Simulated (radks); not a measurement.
The numbers below are computed, except where a source is named.
Task: The mean radii <r> (bohr) of the occupied orbitals of an atom or ion are listed with their occupations. Code: a radial shooting solver on a logarithmic mesh with Libxc functionals. Model: Dirac Kohn-Sham, LDA (Slater exchange, Perdew-Zunger correlation), spin-unpolarised, spherical densities, finite nucleus; Fermi nuclear charge, rms radius of each element as measured or else 0.836 A^(1/3) + 0.57 fm.

| orbital | occ. | <r> |
|---|---|---|
| 1s1/2 | 2 | 0.01633 |
| 2s1/2 | 2 | 0.06812 |
| 2p1/2 | 2 | 0.05591 |
| 2p3/2 | 4 | 0.06470 |
| 3s1/2 | 2 | 0.1772 |
| 3p1/2 | 2 | 0.1675 |
| 3p3/2 | 4 | 0.1836 |
| 3d3/2 | 4 | 0.1595 |
| 3d5/2 | 6 | 0.1644 |
| 4s1/2 | 2 | 0.3918 |
| 4p1/2 | 2 | 0.3932 |
| 4p3/2 | 4 | 0.4278 |
| 4d3/2 | 4 | 0.4336 |
| 4d5/2 | 6 | 0.4447 |
| 5s1/2 | 2 | 0.8770 |
| 4f5/2 | 6 | 0.4645 |
| 4f7/2 | 8 | 0.4710 |
| 5p1/2 | 2 | 0.9398 |
| 5p3/2 | 4 | 1.034 |
| 5d3/2 | 4 | 1.317 |
| 5d5/2 | 6 | 1.362 |

Name the element and its charge. Open shells, if any, fill j = l - 1/2 first.

Result: Z = 81, thallium, charge +3: Tl3+ in [Xe] 4f14 5d10. The 1s radius gives Z: for a bare nucleus <r> = (2 gamma + 1)/(2Z) with gamma = sqrt(1 - (Z/c)^2), 0.01613 bohr for Z = 81, and screening makes it slightly larger (0.01633 here). The occupations add up to 78, and the charge is Z minus that.
